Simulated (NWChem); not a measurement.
System: PbH$_{2}$S, singlet; SMILES [SH][PbH]

NWChem input:

```
start job
memory heap 200 mb stack 900 mb global 1100 mb
geometry units angstroms noautoz
  Pb     0.055389     0.449014     0.000000
  H     -1.795845     0.514457     0.000000
  S     -0.084405    -2.082135     0.000000
  H      1.254242    -2.272117     0.000000
end
basis spherical
  Pb library def2-svp
  H library def2-svp
  S library def2-svp
end
ecp
  Pb library def2-ecp
end
dft
  xc xwpbe 1.00 cpbe96 1.0 hfexch 1.00
  cam 0.6 cam_alpha 0.0 cam_beta 1.0
  iterations 150
  vectors input atomic output neutral.movecs
end
task dft energy
charge 1
dft
  odft
  mult 2
  vectors input atomic output cation.movecs
end
task dft energy
```

Low-valent species are run as closed-shell singlets; no triplet was tried in these runs. Structure relaxed at the PBE0/def2-SVP level. def2 effective core potentials on Pb; no spin-orbit coupling.

Ions are spin-unrestricted doublets at the neutral geometry; other ion states weren't tried. Functional: LC-ωPBE (HJS hole) with def2-SVP; the question gives the range parameter ω in 1/bohr.

Task: Predict the main results of this run. (LC-wPBE (HJS exchange hole, range parameter 0.6 per bohr)/def2-SVP with def2 effective core potentials on Pb, vertical spin-unrestricted ions.) Quantities: vertical ionisation energy, ΔSCF (eV); −ε(HOMO) (eV).

Result: The vertical ionisation energy, ΔSCF (eV) is 9.31 and the −ε(HOMO) (eV) is 9.73.
